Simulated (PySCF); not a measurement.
## Atomic charges by several schemes

Compound: C₆H₉FS.
Geometry (GFN2-xTB, Å), atoms numbered from 1 in this order:
```
atom  x, y, z in Å
C1     3.0041    0.2145    0.5052
S2     1.4470    1.1493    0.5599
C3     0.3198   -0.2513    0.5200
C4    -0.0224   -0.8981   -0.8048
C5    -1.0214   -0.0845   -0.0763
C6    -2.4377   -0.1905    0.3598
C7    -1.9413    1.0272   -0.3786
F8    -2.3548    1.1971   -1.6682
H9     3.0591   -0.4440    1.3677
H10    3.8098    0.9397    0.5378
H11    3.0490   -0.3567   -0.4173
H12    0.4201   -0.8800    1.3969
H13   -0.1415   -1.9720   -0.8372
H14    0.4102   -0.4709   -1.6984
H15   -3.0801   -0.8676   -0.1843
H16   -2.6794   -0.0879    1.4074
H17   -1.8475    1.9877    0.1133
```

Density: PBE0/pcSseg-1 (PySCF); schemes: Mulliken, IAO, Hirshfeld and ESP-fitted. The structure is a single GFN2-xTB conformer in the gas phase; no vibrational or solvent corrections.

Which atoms carry the lowest charge in the Mulliken, IAO, Hirshfeld and ESP-fitted schemes?

The schemes don't all agree: Mulliken C1 (-0.370); IAO C1 (-0.503); Hirshfeld C1 (-0.122); ESP-fitted C6 (-0.408).

For which atoms does the sign change between the 4 schemes (beyond +0.03 e in one, beyond −0.03 e in another)?

S2 and C5.

At which atom do the 4 schemes differ most?

At C5: from -0.281 (Mulliken) to +0.122 e (ESP-fitted), 0.403 e apart.

Tabulate the Mulliken, IAO, Hirshfeld and ESP-fitted charges.

In e:

```csv
atom,environment,Mulliken,IAO,Hirshfeld,ESP-fitted
C1,S-methyl carbon,-0.370,-0.503,-0.122,-0.396
S2,sulfide sulfur,+0.002,+0.087,-0.009,-0.192
C3,sp3 carbon bound to sulfur,-0.306,-0.227,-0.051,-0.153
C4,three-membered-ring carbon,-0.077,-0.285,-0.085,-0.228
C5,sp3 carbon at a ring junction,-0.281,-0.029,-0.021,+0.122
C6,three-membered-ring carbon,-0.159,-0.313,-0.094,-0.408
C7,sp3 C–F carbon,+0.244,+0.165,+0.050,+0.103
F8,alkyl fluorine,-0.313,-0.308,-0.114,-0.216
H9,methyl hydrogen,+0.142,+0.152,+0.043,+0.135
H10,methyl hydrogen,+0.151,+0.167,+0.052,+0.203
H11,methyl hydrogen,+0.147,+0.154,+0.043,+0.145
H12,methine hydrogen,+0.153,+0.150,+0.044,+0.168
H13,methylene hydrogen,+0.134,+0.154,+0.051,+0.115
H14,methylene hydrogen,+0.144,+0.161,+0.049,+0.140
H15,methylene hydrogen,+0.142,+0.164,+0.055,+0.183
H16,methylene hydrogen,+0.135,+0.157,+0.053,+0.147
H17,methine hydrogen,+0.112,+0.153,+0.055,+0.132
```

Mean size of the charges over all atoms: IAO 0.196 e, ESP-fitted 0.187 e, Mulliken 0.177 e, Hirshfeld 0.058 e. Each set sums to the total charge, 0, to within 0.001 e. The ESP scheme fits charges at the nuclei, held to the total charge, to the electrostatic potential on points at 1.4 to 2.0 times the van der Waals radii. The IAO scheme counts the electrons in orthogonalised intrinsic atomic orbitals, a minimal basis polarised so that it spans the occupied orbitals exactly.

How many electrons does the Mulliken scheme count on C7?

Z − q = 6 − (+0.244) = 5.756.

How closely do the schemes follow one another over all atoms?

Correlation coefficient and root-mean-square difference: IAO with Hirshfeld 0.98, 0.159 e; Hirshfeld with ESP-fitted 0.93, 0.148 e; IAO with ESP-fitted 0.91, 0.093 e; Mulliken with Hirshfeld 0.90, 0.144 e; Mulliken with IAO 0.89, 0.100 e; Mulliken with ESP-fitted 0.75, 0.142 e.

Sum the charges by element, for elements with more than one atom.

```
element  atoms  Mulliken     IAO  Hirshfeld  ESP-fitted
      C      6    -0.949  -1.191     -0.323      -0.960
      H      9    +1.259  +1.412     +0.446      +1.368
```
